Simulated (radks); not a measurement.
Lu III, 69 electrons, occupied as [Xe] 4f14 6s1 (the NIST ground configuration). Method: Dirac Kohn-Sham, LDA (Slater exchange, Perdew-Wang correlation), spin-unpolarised, spherical densities, point nucleus; computed with a radial shooting solver on a logarithmic mesh with Libxc functionals. Some entries of the table are withheld. Estimate them.

orbital,occ.,eigenvalue (Ry),<r^2> (bohr^2),<r> (bohr)
1s1/2,2,-4639.753,0.0005126,0.01933
2s1/2,2,-790.4549,0.007868,0.08128
2p1/2,2,-754.7243,0.005645,0.06743
2p3/2,4,-672.6731,0.006854,0.07504
3s1/2,2,-180.0691,0.05168,0.2123
3p1/2,2,-164.2400,0.04759,(1)
3p3/2,4,-146.7438,0.05431,(2)
3d3/2,4,-119.7998,0.04239,0.1899
3d5/2,6,-115.9767,0.04424,0.1943
4s1/2,2,(3),0.2585,0.4781
4p1/2,2,-30.37959,0.2683,0.4851
4p3/2,4,-26.38328,0.3058,0.5181
4d3/2,4,-15.77785,0.3404,0.5412
4d5/2,6,-15.04846,0.3551,0.5528
5s1/2,2,-5.77236,1.536,1.168
5p1/2,2,(4),1.934,1.305
5p3/2,4,(5),2.270,1.413
4f5/2,6,-2.06124,0.6660,0.7114
4f7/2,8,-1.94881,0.6976,0.7264
6s1/2,1,-1.31664,10.28,3.033
5d3/2,0,-1.28005,5.390,2.142
5d5/2,0,-1.24198,5.682,2.201
6p1/2,0,-0.96137,14.45,3.593
6p3/2,0,-0.89589,16.22,3.808

Answer. 
(1) 3p1/2 <r> (bohr): 0.2021
(2) 3p3/2 <r> (bohr): 0.2164
(3) 4s1/2 eigenvalue (Ry): -36.82126
(4) 5p1/2 eigenvalue (Ry): -3.97633
(5) 5p3/2 eigenvalue (Ry): -3.45619
